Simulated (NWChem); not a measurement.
The numbers come from NWChem runs, not from measurements. System: DMF (C$_{3}$H$_{7}$NO), charge 0, spin multiplicity 1, at a geometry optimised with B3LYP/def2-SVP. Level: RHF/def2-TZVP.

Job file:

```
start mol
memory heap 200 mb stack 900 mb global 1100 mb
geometry units angstroms nocenter noautoz
  C     -1.745195     0.237552     0.000000
  N     -0.301468     0.175717     0.000000
  C      0.435605     1.423713     0.000000
  C      0.369636    -1.015919     0.000000
  O      1.575199    -1.151060     0.000000
  H     -2.161584    -0.780696     0.000000
  H     -2.126993     0.766156     0.892513
  H     -2.126993     0.766156    -0.892513
  H      1.507351     1.187537     0.000000
  H      0.195495     2.026039    -0.894276
  H      0.195495     2.026039     0.894276
  H     -0.334361    -1.884838     0.000000
  symmetry group Cs
end
basis spherical
  * library def2-tzvp
end
scf
  rhf
  nopen 0
  maxiter 100
  thresh 1e-7
  semidirect memsize 60000000 filesize 0
end
task scf energy
```

Output (cleaned and shortened):

```
             Northwest Computational Chemistry Package (NWChem) 7.3.0
             --------------------------------------------------------

                                NWChem Input Module
                                -------------------

 Scaling coordinates for geometry "geometry" by  1.889725989
 (inverse scale =  0.529177249)

 Turning off AUTOSYM since
 SYMMETRY directive was detected!

                             Geometry "geometry" -> ""
                             -------------------------

 Output coordinates in angstroms (scale by  1.889725989 to convert to a.u.)

  No.       Tag          Charge          X              Y              Z
 ---- ---------------- ---------- -------------- -------------- --------------
    1 C                    6.0000    -1.74519500     0.23755200     0.00000000
    2 N                    7.0000    -0.30146800     0.17571700     0.00000000
    3 C                    6.0000     0.43560500     1.42371300     0.00000000
    4 C                    6.0000     0.36963600    -1.01591900     0.00000000
    5 O                    8.0000     1.57519900    -1.15106000     0.00000000
    6 H                    1.0000    -2.16158400    -0.78069600     0.00000000
    7 H                    1.0000    -2.12699300     0.76615600     0.89251300
    8 H                    1.0000    -2.12699300     0.76615600    -0.89251300
    9 H                    1.0000     1.50735100     1.18753700     0.00000000
   10 H                    1.0000     0.19549500     2.02603900    -0.89427600
   11 H                    1.0000     0.19549500     2.02603900     0.89427600
   12 H                    1.0000    -0.33436100    -1.88483800     0.00000000

 Effective nuclear repulsion energy (a.u.)     181.2276470633

            Nuclear Dipole moment (a.u.)
            ----------------------------
        X                 Y               Z
 ---------------- ---------------- ----------------
     0.0000037795     0.0000151178     0.0000000000

      Symmetry information
      --------------------

 Group name             Cs
 Group number              2
 Group order               2
[...]
  ----- ------------  ---------------      ----- ------------  ---------------
     5      4.300724   1 C  s                67      3.132075   3 C  s
   164     -1.778915   7 H  s               170     -1.778915   8 H  s
   158     -1.394965   6 H  s               182     -1.360796  10 H  s
   188     -1.360796  11 H  s                98     -0.717962   4 C  s
   176     -0.688146   9 H  s               106     -0.609590   4 C  py

 Vector   22  Occ=0.000000D+00  E= 1.650823D-01  Symmetry=a"
              MO Center=  1.0D-01, -6.1D-01,  1.3D-13, r^2= 4.7D+00
   Bfn.  Coefficient  Atom+Function         Bfn.  Coefficient  Atom+Function
  ----- ------------  ---------------      ----- ------------  ---------------
   107      0.950797   4 C  pz              182     -0.737747  10 H  s
   188      0.737747  11 H  s                45     -0.484941   2 N  pz
   138     -0.481409   5 O  pz               76     -0.467618   3 C  pz
   101      0.245893   4 C  pz              164      0.230354   7 H  s
   170     -0.230354   8 H  s               104      0.223404   4 C  pz

 Vector   23  Occ=0.000000D+00  E= 1.685006D-01  Symmetry=a'
              MO Center= -9.7D-01,  1.1D-01,  5.9D-15, r^2= 9.9D+00
   Bfn.  Coefficient  Atom+Function         Bfn.  Coefficient  Atom+Function
  ----- ------------  ---------------      ----- ------------  ---------------
    67      4.406917   3 C  s                 5     -3.979744   1 C  s
   158      1.928777   6 H  s               182     -1.840232  10 H  s
   188     -1.840232  11 H  s                98     -1.606794   4 C  s
   194      1.369430  12 H  s                36      1.106920   2 N  s
   176     -0.900452   9 H  s                43     -0.797045   2 N  px

 center of mass
 --------------
 x =   0.12428747 y =  -0.10522689 z =   0.00000000

 moments of inertia (a.u.)
 ------------------
         275.238143857452         106.634966095539           0.000000000000
         106.634966095539         359.371537396473           0.000000000000
           0.000000000000           0.000000000000         611.629166230929

  Mulliken analysis of the total density
  --------------------------------------

    Atom       Charge   Shell Charges
 -----------   ------   -------------------------------------------------------
    1 C    6     6.21   0.85  1.12  0.48  0.66  0.11  1.23  1.33  0.32  0.03  0.08  0.01
    2 N    7     7.19   0.82  1.16  0.48  0.86  0.10  1.53  1.81  0.35  0.01  0.07  0.01
    3 C    6     6.24   0.85  1.12  0.48  0.67  0.11  1.23  1.34  0.33  0.03  0.07  0.01
    4 C    6     5.66   0.86  1.12  0.52  0.51  0.09  1.15  0.98  0.17  0.06  0.19  0.02
    5 O    8     8.51   0.79  1.18  0.58  0.94  0.36  1.84  1.96  0.82  0.00  0.03  0.00
    6 H    1     0.89   0.26  0.50  0.10  0.02
    7 H    1     0.88   0.27  0.49  0.11  0.02
    8 H    1     0.88   0.27  0.49  0.11  0.02
    9 H    1     0.82   0.26  0.46  0.08  0.02
   10 H    1     0.89   0.27  0.50  0.11  0.02
   11 H    1     0.89   0.27  0.50  0.11  0.02
   12 H    1     0.92   0.26  0.50  0.13  0.02

       Multipole analysis of the density wrt the origin
       ------------------------------------------------

     L   x y z        total         open         nuclear
     -   - - -        -----         ----         -------
     0   0 0 0     -0.000000      0.000000     40.000000

     1   1 0 0     -1.514312      0.000000      0.000004
     1   0 1 0      0.660792      0.000000      0.000015
     1   0 0 1      0.000000      0.000000      0.000000

     2   2 0 0    -26.053883      0.000000    203.192520
     2   1 1 0      3.640813      0.000000    -50.904715
     2   1 0 1      0.000000      0.000000      0.000000
     2   0 2 0    -22.722636      0.000000    158.785723
     2   0 1 1      0.000000      0.000000      0.000000
     2   0 0 2    -23.257413      0.000000     11.401044

 Task  times  cpu:       56.1s     wall:       56.1s

 Total times  cpu:       56.1s     wall:       56.1s
```
